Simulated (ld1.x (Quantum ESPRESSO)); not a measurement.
# Ge (Z = 32): excitation energies, all-electron against TM

ld1.x (Quantum ESPRESSO) 7.5 input, shortened:

```
&input
   title='Ge', zed=32., rel=1, dft='PBE', iswitch=3,
   config='[Ar] 3d10 4s2 4p0 4d-2'
 /
 &inputp
   pseudotype=2, tm=.true., lloc=2,
   nlcc=.false.
 /
3
4S  1  0   2.00   0.00  1.65  1.65  0.0
4P  2  1   0.00   0.00  1.85  1.85  0.0
4D  3  2  -2.00   0.45  1.85  1.85  0.0
 &test
   configts(1)='4s2 4p0'
 /
```

Energies are relative to the spin-unpolarised reference configuration 4s2 4p0; without spin polarisation the order of configurations can differ from experiment. The frozen-core shift is the all-electron ΔE with the core orbitals held at their reference shape minus the fully relaxed ΔE.

```
valence configuration  charge  ΔE all-electron (eV)  error AE − PS (meV)  frozen-core shift (meV)
              4s2 4p2       0               -22.883                  +46                      +48
              4s2 4p1      +1               -15.439                  +22                      +21
              4s1 4p0      +3                34.791                 +106                     +117
              4s1 4p2      +1                -6.723                  +58                     +3.0
              4s1 4p3       0               -14.911                  +86                      +16
              4s0 4p4       0                -6.688                 +151                     +6.7
            4s2 4p1.5    +0.5               -20.081                  +35                      +37
```

Note: ghost states, extra bound levels that the all-electron valence spectrum of the same l lacks: s at -3975.2 eV, p at -375.2 eV. A true bound ghost makes a file unfit for plane-wave use.
